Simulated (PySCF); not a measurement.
CH4F2Si, SMILES FC[SiH2]F, singlet (PBE/def2-SVP optimised geometry):

```
8

F      1.402    -1.450     0.011
C      1.004    -0.108     0.000
Si    -0.900    -0.108     0.000
F     -1.421     1.450     0.000
H      1.421     0.395    -0.902
H      1.421     0.410     0.893
H     -1.408    -0.789    -1.236
H     -1.407    -0.789     1.236
```

Computed with PBE/def2-TZVP run with PySCF 2.14.0.

What are the frontier orbital energies and the dipole moment?

HOMO-2 -8.53 eV, HOMO-1 -8.18 eV, HOMO -7.38 eV, LUMO -1.28 eV, LUMO+1 -0.01 eV; dipole moment 0.46 D.

Meta-Löwdin charges at PBE/def2-TZVP: F1 -0.30, C2 -0.17, Si3 0.89, F4 -0.48, H5 0.13, H6 0.13, H7 -0.09, H8 -0.09.
